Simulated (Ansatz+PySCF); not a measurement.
The numbers below are computed, except where a source is named.
A run of Ansatz (development build ahead of 0.2.0) on triplet CoCl at this shape:

```xyz
2

Co    0.0000    0.0000    0.0000
Cl    0.0000    0.0000    2.1486
```

Its results:

```yaml
Converged: yes
Total_energy: -1842.59598 hartree
Stability_test: minimum
```

(1) Which input gives this output? Name the method, the orbitals and the basis set, and write the input.

Answers

(1) r²SCAN (unrestricted) in def2-SVP.

```yaml
crystal:
  periodic: [false, false, false]
  atoms:
    - { symbol: Co, position_ang: [0.0, 0.0, 0.0] }
    - { symbol: Cl, position_ang: [0.0, 0.0, 2.14864] }
basis:
  gaussian: { orbitals: def2-SVP }
magnetization:
  spin_polarized: true
  initial_magnetization: 2
hamiltonian:
  xc: r2scan
```

Caution: another spin multiplicity may lie lower.
